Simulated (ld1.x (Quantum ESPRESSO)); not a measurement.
**Fe: one change to a TM semilocal potential, before and after**

- Element: iron (Fe)
- Generator: ld1.x (Quantum ESPRESSO) 7.5
- Type: norm-conserving Troullier–Martins (semilocal form)
- Functional: PBE
- Relativity: scalar-relativistic
- Frozen core: [Ne]
- Valence charge: 16
- Reference configuration: 3s2 3p6 3d7 4s1 4p0
- Partial waves: 3s (bound): rc 0.80 bohr; 3d (bound): rc 1.35 bohr; 3p (bound): rc 0.75 bohr
- Local potential: the p channel
- Core correction: none

Occupied shells without a wave of their own: 4s. They enter only through the test configuration that unscreens the potential.

Change: wave 3d (bound): rc 1.35 bohr becomes 3d (bound): rc 1.60 bohr.

Cutoffs: the cutoffs (Ry, on a coarse ladder) from which the occupation-weighted sum of valence levels, in a spherical-Bessel basis at the reference potential, stays within 10 and 1 mRy of its value at 400 Ry; they do not see the model core or the augmentation charge, which bear on the density cutoff. Errors are all-electron minus pseudo energies relative to the spin-unpolarised reference configuration.

**Question.** How do hardness, ghosts and transferability respond?

**Answer.** Of the 7 tests that both files solve, the error grows in 4 and shrinks in 1 by more than 15 % and 0.3 meV (median size 21.8 → 18.8 meV); neither file shows a bound ghost. A semilocal file is local in each channel, so a ghost entry of none says nothing of the separable form that plane-wave codes build from it.

```csv
quantity,base,changed
"cutoff, loose",200 Ry,200 Ry
"cutoff, tight",over 300 Ry,over 300 Ry
loose cutoff by channel (10 mRy a level),"s 180 Ry, d 110 Ry, p 100 Ry","s 180 Ry, d 90 Ry, p 100 Ry"
bound ghosts,none,none
"error for 3s2 3p6 3d6 4s2 4p0, meV [ΔE 0.79 eV]",+43,+38
"error for 3s2 3p6 3d6 4s1 4p0, meV [ΔE 9.52 eV]",-6.8,-19
"error for 3s2 3p6 3d6 4s0 4p0, meV [ΔE 25.72 eV]",-90,-113
"error for 3s2 3p6 3d6 4s0 4p1, meV [ΔE 14.57 eV]",-62,-79
"error for 3s2 3p6 3d6 4s1.5 4p0, meV [ΔE 4.27 eV]",+22,+14
"error for 3s2 3p6 3d6.5 4s1.5 4p0, meV [ΔE 0.06 eV]",+19,+18
"error for 3s2 3p6 3d6 4s1 4p1, meV [ΔE 4.90 eV]",+0.6,-9.0
```
